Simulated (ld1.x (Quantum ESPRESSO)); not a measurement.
**indium (In), RRKJ: configuration errors across variants**

```
Element                 : indium (In)
Generator               : ld1.x (Quantum ESPRESSO) 7.5
Type                    : norm-conserving RRKJ (Kleinman–Bylander form)
Functional              : PBE
Relativity              : scalar-relativistic
Frozen core             : [Kr] 4d10
Valence charge          : 3
Reference configuration : 5s2 5p1
Partial waves           : 5s (bound): rc 2.10 bohr; 5p (bound): rc 3.10 bohr; 5d channel at 0.2 Ry: rc 3.40 bohr
Local potential         : all-electron potential smoothed inside 2.25 bohr (lloc = -1)
Core correction         : Bessel-smoothed model core inside 1.05 bohr
rho0                    : 0.001
```

All-electron excitation energies from the reference (eV): (1) 5s2 5p0 5.363; (2) 5s1 5p0 24.598; (3) 5s2 5p0.5 1.940; (4) 5s2 5p1.3 -0.532; (5) 5s0 5p3 11.947; (6) 5s1 5p2 5.841; (7) 5s1 5p1 11.956.

Errors AE − PS in meV (a dash: test not solved or not reliable):

```csv
change,(1),(2),(3),(4),(5),(6),(7),bound ghosts
base,-14,-202,-2.4,-0.2,-87,-22,-59,none
core correction none,+22,+118,+3.6,+0.8,+117,+23,+14,none
core correction Bessel-smoothed model core inside 0.84 bohr,-14,-202,-2.4,-0.2,-87,-22,-59,none
core correction Bessel-smoothed model core inside 1.16 bohr,-14,-202,-2.4,-0.2,-87,-22,-59,none
core correction Bessel-smoothed model core inside 1.32 bohr,-14,-202,-2.4,-0.2,-87,-22,-59,none
core correction Bessel-smoothed model core inside 1.52 bohr,-14,-202,-2.4,-0.2,-87,-22,-59,none
core correction Bessel-smoothed model core inside 1.82 bohr,-14,-201,-2.4,-0.2,-86,-22,-58,none
core correction Bessel-smoothed model core inside 2.02 bohr,-14,-198,-2.4,-0.2,-84,-22,-57,none
core correction Bessel-smoothed model core inside 2.28 bohr,-14,-191,-2.4,-0.2,-80,-21,-56,none
```

(1) Give the same row for: core correction Bessel-smoothed model core inside 2.46 bohr.

## Answers

(1) -13, -184, -2.3, -0.2, -76, -20, -55; bound ghosts: none.
